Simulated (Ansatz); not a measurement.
Q: Predict a relaxed structure of SnH3(NHEt) (C₂H₉NSn), charge 0, singlet, at PBE-D4/def2-SVP (Ansatz).

A: 
```xyz
13

Sn   -0.913    1.259   -1.353
H    -1.966    2.615   -1.158
H     0.643    1.803   -1.919
H    -1.548    0.087   -2.451
N    -0.930    0.303    0.485
C    -0.173   -0.929    0.672
C     1.352   -0.792    0.739
H    -0.751    0.965    1.252
H    -0.531   -1.425    1.606
H    -0.445   -1.631   -0.149
H     1.763   -0.368   -0.203
H     1.844   -1.773    0.911
H     1.655   -0.116    1.567
```
 This is one stationary point.

In the def2 sets Sn takes a core potential; there is no spin–orbit coupling.
